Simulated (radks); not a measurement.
Results of a calculation; reference values are marked as such.
Q: Ir, configuration [Xe] 4f12 5d9 6s2 (not the ground configuration). Level of theory: scalar-relativistic Kohn-Sham, r2SCAN, spin-polarised, spherical densities, finite nucleus; open shells are filled with parallel spins first (spin-orbit coupling, left out, can overturn this in heavy ions); meta-GGA in the generalised Kohn-Sham scheme; Fermi nuclear charge, rms radius 5.4032 fm (a radial shooting solver on a logarithmic mesh with Libxc functionals). Some entries of the table are withheld. Estimate them.

orbital,occ.,eigenvalue (hartree),<r^2> (bohr^2),<r> (bohr)
1s up,1,-2801.098,0.0004197,0.01744
1s down,1,-2801.098,0.0004197,0.01744
2s up,1,-491.8099,0.006418,0.07361
2s down,1,-491.8045,0.006418,0.07361
2p up,3,-427.3290,0.005366,0.06625
2p down,3,-427.3243,0.005366,0.06625
3s up,1,-116.2993,0.04143,0.1903
3s down,1,-116.2261,0.04140,0.1902
3p up,3,-97.36026,0.04241,0.1912
3p down,3,-97.28585,0.04238,0.1911
3d up,5,-76.44456,0.03521,0.1734
3d down,5,-76.38599,0.03517,0.1733
4s up,1,-25.77758,0.2003,0.4214
4s down,1,-25.65184,0.2004,0.4216
4p up,3,-19.49850,0.2272,0.4473
4p down,3,-19.37720,0.2275,0.4475
4d up,5,-11.75390,0.2580,0.4727
4d down,5,-11.63370,0.2586,0.4732
5s up,1,-4.00282,1.025,0.9560
5s down,1,-3.94019,1.030,0.9584
4f up,7,-3.16278,(1),0.5121
4f down,5,-3.04035,(2),0.5142
5p up,3,-2.30649,1.360,1.097
5p down,3,-2.25257,1.368,1.100
5d up,5,-0.37056,(3),1.563
5d down,4,-0.33073,(4),1.590
6s up,1,-0.24917,8.834,2.777
6s down,1,-0.23561,9.293,2.847

A: 
(1) 4f up <r^2> (bohr^2): 0.3167
(2) 4f down <r^2> (bohr^2): 0.3198
(3) 5d up <r^2> (bohr^2): 2.908
(4) 5d down <r^2> (bohr^2): 3.028
